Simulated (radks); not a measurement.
Task: Au XIII, configuration [Kr] 4d10 4f14 5s2 5p5 (the NIST ground configuration). Method: scalar-relativistic Kohn-Sham, exchange-only LDA, spin-polarised, spherical densities, point nucleus; open shells are filled with parallel spins first (spin-orbit coupling, left out, can overturn this in heavy ions); computed with a radial shooting solver on a logarithmic mesh with Libxc functionals. Some entries of the table are withheld. Estimate them.

| orbital | occ. | eigenvalue (eV) | r(max) (bohr) | <r^2> (bohr^2) |
|---|---|---|---|---|
| 1s up | 1 | -80949.25 | 0.01042 | 0.0003934 |
| 1s down | 1 | -80949.07 | 0.01042 | 0.0003934 |
| 2s up | 1 | -14469.88 | 0.06020 | 0.005998 |
| 2s down | 1 | -14469.78 | 0.06020 | 0.005998 |
| 2p up | 3 | -12543.41 | 0.04982 | 0.005049 |
| 2p down | 3 | -12543.27 | 0.04982 | 0.005049 |
| 3s up | 1 | -3584.400 | 0.1697 | 0.03869 |
| 3s down | 1 | -3584.284 | 0.1697 | 0.03869 |
| 3p up | 3 | -3025.747 | 0.1691 | 0.03976 |
| 3p down | 3 | -3025.618 | 0.1691 | 0.03976 |
| 3d up | 5 | -2428.853 | 0.1375 | 0.03291 |
| 3d down | 5 | -2428.728 | 0.1375 | 0.03291 |
| 4s up | 1 | -949.4831 | 0.3825 | 0.1868 |
| 4s down | 1 | -949.2679 | 0.3825 | 0.1867 |
| 4p up | 3 | -766.0115 | 0.4026 | 0.2132 |
| 4p down | 3 | -765.7701 | 0.4026 | 0.2130 |
| 4d up | 5 | -545.8581 | 0.4098 | 0.2410 |
| 4d down | 5 | -545.5649 | 0.4097 | 0.2407 |
| 5s up | 1 | -317.9782 | 0.8302 | 0.8631 |
| 5s down | 1 | -316.5723 | 0.8293 | 0.8621 |
| 4f up | 7 | -300.6428 | (1) | 0.2856 |
| 4f down | 7 | -300.2454 | (2) | 0.2843 |
| 5p up | 3 | -263.6716 | 0.9139 | 1.057 |
| 5p down | 2 | -262.1871 | 0.9131 | 1.058 |

Result: 
(1) 4f up r(max) (bohr): 0.3732
(2) 4f down r(max) (bohr): 0.3731
